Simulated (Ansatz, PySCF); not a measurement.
Species: sum formula GeSiH₃, net charge 0, doublet state. It need not be the lowest isomer of its formula. 
Coordinates optimised at B3LYP-D3(BJ)/def2-TZVP (Ansatz, a quantum-chemistry and plane-wave program):
SMILES: [SiH2]=[GeH]
```xyz
5

Si    -1.4385    -0.2476     0.5474
Ge     0.7349     0.1145    -0.3268
H     -1.9609    -0.0362     1.9251
H     -2.5724    -0.7616    -0.2676
H      1.1542     0.6019     1.1377
```
Charge 0, spin multiplicity 2.

Dipole moments at this geometry, in debye (magnitudes).

| level | program | dipole (D) |
|---|---|---|
| PBE/def2-TZVPD | Ansatz | 0.70 |
| BP86/def2-TZVPD | PySCF | 0.76 |
| TPSSh/def2-TZVPD | PySCF | 0.74 |
| r2SCANh/def2-TZVPD | Ansatz | 0.86 |
| M06-2X/def2-TZVPD | PySCF | (withheld) |
| CCSD(T)/def2-SVPD | Ansatz | (withheld) |

**Question.** Complete the blanks.

**Answer.** 
- M06-2X/def2-TZVPD, dipole (D): 0.88
- CCSD(T)/def2-SVPD, dipole (D): 0.70
